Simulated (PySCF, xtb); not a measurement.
CuI2, SMILES [I][Cu-][I], charge -1, multiplicity 1.

Harmonic wavenumbers (cm⁻¹) from GFN2-xTB run with xtb at its own minimum, in rising order: 60, 60, 113, 282.

Task: What does PBE-D3(BJ)/def2-SVPD in PySCF give at its own minimum? (An estimate is asked for; the answer gives what the named calculation found.)

Result: 56, 56, 131, 271. Paired by order, the mean absolute difference is 9 cm⁻¹ and the zero-point energies are 0.7 and 0.7 kcal/mol.
